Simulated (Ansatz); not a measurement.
`OC(Cl)Br`, charge 0, multiplicity 1.

Q: Give a relaxed structure at PBE0-D4/def2-TZVP (Ansatz 0.2.0). (An estimate is asked.)

A: Computed: 
```xyz
6

O    -0.826    0.132    0.820
C    -0.062   -0.221   -0.233
Cl    1.429   -1.070    0.247
Br    0.418    1.321   -1.357
H    -0.329    0.725    1.398
H    -0.629   -0.887   -0.874
```
